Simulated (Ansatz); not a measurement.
tris(4-fluorophenyl)sulfonium (C18H12F3S⁺). Charge 1, multiplicity 1. Geometry PBE-D4/def2-SVP; atoms count from 1.

```xyz
34

F     3.8879    3.0813   -2.4679
C     2.8153    2.5657   -1.8770
C     2.4278    1.2533   -2.1940
C     1.2991    0.7063   -1.5745
C     0.5861    1.4897   -0.6504
S    -0.8753    0.8807    0.1919
C    -0.2646    0.1361    1.7050
C    -1.2083   -0.0163    2.7390
C    -0.8053   -0.5958    3.9454
C     0.5345   -0.9901    4.0978
F     0.9207   -1.5323    5.2478
C     1.4801   -0.8213    3.0727
C     1.0777   -0.2524    1.8598
C    -1.4477   -0.4948   -0.8066
C    -1.0322   -1.8170   -0.5693
C    -1.5240   -2.8366   -1.3912
C    -2.4162   -2.5118   -2.4269
F    -2.8823   -3.4837   -3.2041
C    -2.8397   -1.1919   -2.6572
C    -2.3569   -0.1717   -1.8328
C     0.9654    2.8107   -0.3443
C     2.0982    3.3512   -0.9594
H     3.0125    0.6802   -2.9276
H     0.9743   -0.3145   -1.8219
H    -2.2515    0.3089    2.6065
H    -1.5092   -0.7349    4.7784
H     2.5205   -1.1339    3.2413
H     1.8087   -0.1004    1.0525
H    -0.3414   -2.0558    0.2525
H    -1.2309   -3.8855   -1.2396
H    -3.5502   -0.9848   -3.4706
H    -2.6865    0.8666   -1.9921
H     0.3835    3.4167    0.3666
H     2.4300    4.3781   -0.7500
```

(1) Estimate the Mulliken populations of the heavy atoms from the PBE0/def2-SVP orbitals of Ansatz.

(2) And the Mayer bond orders between heavy atoms (over 0.3)?

## Answers

(1) 
```tsv
atom	charge (e)
F1	-0.17
C2	0.31
C3	-0.07
C4	0.03
C5	-0.19
S6	0.33
C7	-0.19
C8	0.07
C9	-0.08
C10	0.31
F11	-0.17
C12	-0.07
C13	0.03
C14	-0.19
C15	0.03
C16	-0.07
C17	0.31
F18	-0.17
C19	-0.08
C20	0.07
C21	0.07
C22	-0.08
```
Mulliken values depend strongly on the basis.

(2) F1–C2 1.09 (1.33 Å); C2–C3 1.35 (1.40 Å); C2–C22 1.35 (1.40 Å); C3–C4 1.40 (1.40 Å); C4–C5 1.37 (1.41 Å); C5–S6 0.94 (1.79 Å); C5–C21 1.33 (1.41 Å); S6–C7 0.94 (1.79 Å); S6–C14 0.94 (1.79 Å); C7–C8 1.33 (1.41 Å); C7–C13 1.37 (1.41 Å); C8–C9 1.42 (1.40 Å); C9–C10 1.35 (1.40 Å); C10–F11 1.09 (1.33 Å); C10–C12 1.35 (1.40 Å); C12–C13 1.40 (1.40 Å); C14–C15 1.37 (1.41 Å); C14–C20 1.33 (1.41 Å); C15–C16 1.40 (1.40 Å); C16–C17 1.35 (1.41 Å); C17–F18 1.09 (1.33 Å); C17–C19 1.35 (1.41 Å); C19–C20 1.42 (1.40 Å); C21–C22 1.42 (1.40 Å).
